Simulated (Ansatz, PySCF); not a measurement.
PySCF was given this input:
```python
from pyscf import gto, scf, dft

mol = gto.M(
    atom='''
Tl    0.000000    0.000000    0.000000
''',
    basis='def2-tzvp',
    ecp={'Tl': 'def2-tzvp'},
    charge=0,
    spin=1,
    verbose=4,
)

mf = dft.UKS(mol)
mf.xc = 'b97m_v'
mf.grids.atom_grid = (99, 590)
mf.grids.prune = None
mf.kernel()
```

Q: Convert this to an input for Ansatz (a program for electronic structure).

A: This is not unique; one that fits is 
Ansatz 0.2 input:
```yaml
crystal:
  periodic: [false, false, false]
  atoms:
    - {symbol: Tl, position_ang: [0.00000000, 0.00000000, 0.00000000]}
basis:
  gaussian:
    orbitals: def2-TZVP
hamiltonian:
  xc: {name: B97M-V}
magnetization: {spin_polarized: true, initial_magnetization: 1}
accuracy: high
```

Both were run: PySCF gave -172.490481 Eh and Ansatz -172.490471 Eh, 0.010 mEh apart.
